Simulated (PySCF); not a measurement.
Run record: geometry optimisation, trans-PtH2(PF3)2 (`[H][Pt]([H])(<-[P](F)(F)F)<-[P](F)(F)F`).

Computed with PBE0-D3(BJ)/def2-SVP geometry optimisation, gas phase, def2 core potentials past Kr (PySCF 2.14.0). Start geometry: GFN2-xTB. The input is one job of a driver script: a line of settings, then coordinates in Å.

Input:
```
{"job": {"xc": "PBE0", "basis": "def2-SVP", "d3": "d3bj", "grid": 1, "maxiter": 30, "shake": 0.03, "kind": "geom"}, "charge": 0, "multiplicity": 1}
Pt     0.075000    -0.076560     0.006710
H      1.548700     0.012640     0.008580
P     -0.069100     2.175890    -0.070490
F      0.124340     2.919620     1.342830
F     -1.190790     3.036390    -0.674220
F      1.110370     3.076450    -0.718000
H     -1.510950    -0.032350    -0.025790
P      0.057400    -2.166140     0.026320
F     -1.068540    -3.017220     0.887070
F      1.216580    -3.078260     0.559050
F     -0.194970    -2.935970    -1.311190
```

Output:
```
step   0  E = -1400.98851861  max force = 0.084342
step   1  E = -1401.01866422  max force = 0.022481
step   2  E = -1401.02275982  max force = 0.008258
step   3  E = -1401.02332772  max force = 0.002359
step   4  E = -1401.02336525  max force = 0.000814
step   5  E = -1401.02339712  max force = 0.000832
step   6  E = -1401.02343743  max force = 0.001737
step   7  E = -1401.02352467  max force = 0.003067
step   8  E = -1401.02360158  max force = 0.002318
step   9  E = -1401.02369513  max force = 0.000897
step  10  E = -1401.02369389  max force = 0.000937
step  11  E = -1401.02370040  max force = 0.000291
optimisation converged
```

Energies in Eh; «max force» is the largest Cartesian gradient component in Eh/bohr.

Question: Give the first gradient maximum in eV/Å.

Answer: With 1 Eh/bohr = 51.422 eV/Å, 4.337 eV/Å.

Question: How much energy does the optimisation release, in kcal/mol?

Answer: E(step 0) − E(last step) = 0.035182 Eh, which is 22.1 kcal/mol.

Main results: final energy -1401.02370 Eh after 11 steps; dipole 0.03 D.

Question: How long does this job take on one thread of an Arm Neoverse V1, on a shared host? And the peak memory of the process?

Answer: About 3.5 min, with 0.66 GiB resident at the peak, the Python interpreter and its libraries included.
Labels such as C1 count atoms from 1, the log's own numbers from 0.
